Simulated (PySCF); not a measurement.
**Löwdin shares of the frontier orbitals**

C₂H₉FN₂Si.
Structure used (PBE0-D3(BJ)/def2-SVP), in Å, numbered top down from 1:
```xyz
15
C2H9FN2Si angstrom
C     -2.2297    0.1645    0.5716
C     -1.1694   -0.7676    0.0089
N      0.1710   -0.3917    0.4035
Si     1.5071   -0.1351   -0.6322
N      2.5630    0.9617    0.1356
F      0.8223    0.3762   -2.0255
H     -2.0563    1.1963    0.2299
H     -3.2392   -0.1430    0.2569
H     -2.2109    0.1674    1.6739
H     -1.3989   -1.8099    0.3050
H     -1.2147   -0.7451   -1.0910
H      0.3438   -0.4259    1.4021
H      2.3439   -1.2935   -1.0487
H      3.5482    0.9938   -0.0962
H      2.2327    1.8328    0.5335
```

Method: TDDFT wB97X-D/def2-SVPD, vertical, gas phase, core orbitals frozen in the response in PySCF.

Kohn–Sham orbitals with the atoms that hold most of them (Löwdin shares over 4%, at most four atoms; ? is withheld):

```csv
orbital,ε (eV),atoms
HOMO-3,-11.83,"H13 21%, Si4 19%, F6 16%, C1 10%"
HOMO-2,-11.36,"C2 20%, C1 15%, H11 10%, N3 10%"
HOMO-1,-9.98,?
HOMO,?,?
LUMO,2.24,"Si4 31%, N5 11%, H14 11%, H15 11%"
LUMO+1,2.60,"C1 15%, C2 13%, H14 10%, Si4 9%"
LUMO+2,3.16,"Si4 20%, C1 12%, H9 9%, H13 8%"
```

Task: Give the leading atoms of the HOMO-1.

Result: N5 (bonded to Si and 2 H) 71%; Si4 (bonded to F, 2 N and H) 9%; H14 (bonded to N) 7%; H15 (bonded to N) 7%. By element: nitrogen 71% or more, hydrogen 14% or more, silicon 9%.

Task: Which atoms hold the HOMO, and with what shares?

Result: N3 (bonded to C, Si and H) 57%; C2 (bonded to C, N and 2 H) 11%; Si4 (bonded to F, 2 N and H) 9%; C1 (bonded to C and 3 H) 6%. By element: nitrogen 57% or more, carbon 17%, silicon 9%.

Task: What is the HOMO energy, and the HOMO–LUMO gap?

Result: ε(HOMO) = -8.86 eV; the gap is 11.11 eV (0.4082 hartree).

Task: How does S1 compare with the orbital gap of 11.11 eV?

Result: S1 is at 6.75 eV (f = 0.017), 4.35 eV below the gap, made of HOMO→LUMO (57%), HOMO→LUMO+1 (24%), HOMO→LUMO+3 (9%). 

Next come S2 at 7.34 eV (f 0.036), HOMO-1→LUMO (37%), HOMO→LUMO+1 (27%), HOMO-1→LUMO+1 (10%); S3 at 7.46 eV (f 0.043), HOMO-1→LUMO (34%), HOMO→LUMO+1 (17%), HOMO→LUMO+3 (13%); S4 at 7.90 eV (f 0.117), HOMO→LUMO+3 (56%), HOMO→LUMO+4 (15%), HOMO→LUMO (14%); S5 at 8.09 eV (f 0.036), HOMO→LUMO+2 (61%), HOMO→LUMO+6 (11%), HOMO→LUMO+1 (11%).

One conformer stands for the species.

Without π bonds the low states are Rydberg-like; a valence basis with one diffuse set may place them up to an eV too high.
